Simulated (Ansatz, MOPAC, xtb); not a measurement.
Spectroscopic constants of TaTe, multiplicity 4 (lowest of 2S+1 = 2, 4, 6, 8 at PBE0/def2-TZVPP; our sources give no spin for the ground state, which may be another). No spin–orbit coupling.

Seven points along R, fitted to fifth degree in 1/R; most abundant isotopes. Runs in def2 and cc sets follow the lowest solution found near the PBE0 minimum.

Correlated levels freeze the inner cores; with def2 sets outer-core shells near the valence are correlated too. The state reached by PM6 isn't checked.

The values were computed with Ansatz (Gaussian basis) for Hartree–Fock, density functionals and correlated methods; MOPAC for PM6 (differences of heats of formation); xtb for the GFN methods. Values without a source in brackets are computed. In def2 rows elements past Kr take small-core potentials, without spin–orbit coupling. The GFN methods have no spin term and hold the electronic entropy of 300 K.

```json
[
 {"level": "PM6", "r_e (Å)": "2.407", "ω_e (cm⁻¹)": "373", "ω_e x_e (cm⁻¹)": "0.37", "dipole (D)": "-"},
 {"level": "GFN2-xTB", "r_e (Å)": "2.607", "ω_e (cm⁻¹)": "215", "ω_e x_e (cm⁻¹)": "1.0", "dipole (D)": "-"},
 {"level": "B3LYP/def2-TZVPP", "r_e (Å)": "2.501", "ω_e (cm⁻¹)": "252", "ω_e x_e (cm⁻¹)": "0.38", "dipole (D)": "4.36"},
 {"level": "BHLYP/def2-TZVPP", "r_e (Å)": "2.491", "ω_e (cm⁻¹)": "259", "ω_e x_e (cm⁻¹)": "0.36", "dipole (D)": "5.44"},
 {"level": "CAM-B3LYP/def2-TZVPP", "r_e (Å)": "2.480", "ω_e (cm⁻¹)": "264", "ω_e x_e (cm⁻¹)": "0.36", "dipole (D)": "5.04"},
 {"level": "wB97X-V/def2-TZVPP", "r_e (Å)": "2.470", "ω_e (cm⁻¹)": "___", "ω_e x_e (cm⁻¹)": "0.35", "dipole (D)": "5.48"},
 {"level": "wB97M-V/def2-TZVPP", "r_e (Å)": "2.473", "ω_e (cm⁻¹)": "268", "ω_e x_e (cm⁻¹)": "0.35", "dipole (D)": "5.32"},
 {"level": "B2PLYP/def2-TZVPP", "r_e (Å)": "___", "ω_e (cm⁻¹)": "___", "ω_e x_e (cm⁻¹)": "0.15", "dipole (D)": "-"}
]
```

### Question
Complete the blanks.

### Answer

- B2PLYP/def2-TZVPP, r_e (Å): 2.489
- B2PLYP/def2-TZVPP, ω_e (cm⁻¹): 255
- wB97X-V/def2-TZVPP, ω_e (cm⁻¹): 270

Ansatz is a quantum-chemistry and plane-wave program.
